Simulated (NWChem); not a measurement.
System: TeIBr; SMILES I[Te]Br

Computed with NWChem. Geometry: optimised at PBE0/def2-SVP. Not confirmed as a minimum by frequencies. def2 effective core potentials on Te, I; no spin-orbit coupling.

Diagonal of the polarisability tensor at CAM-B3LYP/def2-SVPD, static: 93.53, 137.15, 73.74 bohr³.

Question: Find the mean polarisability volume, the molar refraction, and the refractive index that an ideal gas of it would have at 273.15 K and 1 atm.

Answer: 
1. Mean: one third of the trace = 101.47 bohr³ × 0.14818 Å³/bohr³ = 15.04 Å³.
2. Molar refraction (Lorentz-Lorenz): (4π/3) N_A α = 37.9 cm³/mol.
3. Number density p/kT = 2.687 × 10⁻⁵ Å⁻³; n − 1 = 2π N α = 25.38 × 10⁻⁴.
4. These hold the electronic response alone: vibrational and orientational terms add to the static dielectric constant.
